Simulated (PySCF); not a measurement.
Unknown compound

The spectra below were simulated for a compound C$_{4}$H$_{9}$NO$_{2}$Si$_{2}$.

¹H NMR (400 MHz, computed): δ 6.86 (m, 2H), 6.63 (m, 2H), 5.24 (s, 3H), 5.13 (s, 1H), 2.50 (br s, 1H).

¹³C{¹H} NMR (computed): δ 124.0 (CH, 2C), 117.5 (CH, 2C).

PySCF calculation with GFN2-xTB geometry and GIAO PBE0/pcSseg-1 shieldings; no solvent model, one conformer, no relativistic terms, averaged over atoms made equivalent by symmetry, fast rotation or ring inversion.

Shifts are taken against calculated references (same method and geometry level): TMS for ¹H and ¹³C.

What is the structure?

## Answers


1. Rings plus π bonds: 3 (1 ring in the answer).
2. 2 carbon signals for 4 carbons: some carbons are equivalent by symmetry or fast rotation.
3. Carbon types of the structure: 4 × CH, leaving 5 H on heteroatoms.
4. δC 124.0: aromatic CH next to a ring nitrogen.
5. δC 117.5: aromatic CH.
6. δH 6.86: hydrogen on an aromatic CH next to a ring nitrogen; ring-current deshielding.
7. δH 6.63: hydrogen on an aromatic CH; the ring current deshields protons in the ring plane.
8. δH 5.24: hydrogen on a silicon bonded to O.
9. δH 5.13: hydrogen on a silicon bonded to N, 2 O.
10. δH 2.50: hydrogen on an oxygen bonded to Si; exchangeable, gas-phase position.

Structure: `O[Si@H](O[SiH3])n1cccc1`.

The data come from this structure; uniqueness wasn't tested.

OH and NH positions are those of a molecule without intermolecular hydrogen bonds; in solution they move with solvent, concentration and temperature, and exchange usually removes their couplings. Shifts are as computed. Against solution values, carbons near 30 ppm lie about +3 ppm off and those near 130 ppm about +5 ppm. Of 1211 compounds with measured shifts, 218 miss one by over three times the rms of a fit or turn the order of signals round; such compounds aren't used in these exercises. Multiplicities follow the n + 1 count of equivalent neighbours, as no J values were calculated; m marks all less simple cases, F and P coupling included.
